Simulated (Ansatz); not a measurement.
C$_{2}$H$_{6}$SSi, SMILES `C1CS[SiH2]1`, charge 0, multiplicity 1.

(1) Give a relaxed structure at PBE0-D4/def2-TZVP (Ansatz). (Estimate.)

Answers

(1) Ansatz gave: 
Z-matrix (Å, degrees):
```
C
Si 1 1.879
C 1 1.542 2 93.6
H 1 1.090 2 118.4 3 -119.8
H 1 1.092 2 110.9 3 114.1
S 2 2.136 1 83.1 3 -12.1
H 2 1.489 1 115.6 3 102.2
H 2 1.487 1 118.1 3 -128.2
H 3 1.090 1 112.1 2 -102.6
H 3 1.090 1 114.1 2 133.3
```
This is one stationary point; other conformers may exist.
